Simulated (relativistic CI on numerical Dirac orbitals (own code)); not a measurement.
# The spin-orbit constant of Mo2+ from its measured fine structure

Problem. The ground term 5D of Mo2+ (4d4) has the measured levels J = 0: 0.0, J = 1: 242.0, J = 2: 668.2, J = 3: 1224.0, J = 4: 1872.3 cm⁻¹ (Sugar and Musgrove, J. Phys. Chem. Ref. Data 17, 155 (1988)). Test the interval rule and estimate ζ(4d).

Working.
1. In LS coupling E(J) − E(J − 1) = AJ. The intervals give A = 242.0 (J = 1), 213.1 (J = 2), 185.2 (J = 3), 162.1 (J = 4) cm⁻¹.
2. These values spread by 43 % of their mean, from second-order spin-orbit mixing with other terms and from spin-spin terms.
3. The whole width divided by the sum of the upper J values gives a mean A = 187.2 cm⁻¹.
4. For the Hund term of a shell that is less than half full, A = +ζ/2S with 2S = 4, so ζ = 749 cm⁻¹.

Check. The value calculated from Dirac-Coulomb-Breit radial functions of this configuration is ζ = 637 cm⁻¹, 15 % below the estimate from measurement. The same recipe applied to the calculated levels returns 674 cm⁻¹, which shows the bias of the recipe itself. Where the interval rule fails, the estimate is only rough.
